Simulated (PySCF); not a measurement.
**Carbon: a sound run and one with changed settings**

Sound run: C²⁺ [He] 2s2, C³⁺ [He] 2s1. Computed with PySCF 2.14 in cc-pVDZ-DK (3s2p1d, 14 functions), with scalar relativity by spin-free X2C-1e. In the sound run the correlated levels freeze 1s2. The sound run starts from symmetry-adapted Hartree-Fock orbitals and uses a fine grid where one is needed.

Changed run: all electrons correlated in a basis built for the valence shell.

```csv
species,method,sound run (hartree),changed run (hartree),converged
C²⁺,MP2,-36.45530,-36.45666,yes
C²⁺,CCSD(T),-36.48781,-36.48877,yes
C³⁺,MP2,n/a,-34.73281,yes
C³⁺,CCSD(T),n/a,-34.73288,yes
```

Ionisation energy of C²⁺:

```
 method  sound run (eV)  changed run (eV)
    UHF          45.824            45.824
    MP2          46.897            46.908
SCS-MP2          47.111            47.125
   CCSD          47.781            47.779
CCSD(T)          47.781            47.780
```

A valence basis has no tight correlating functions, so it recovers only part of the core correlation, and not evenly between atom and ion.

For comparison, NIST gives 47.888 eV between the lowest levels.
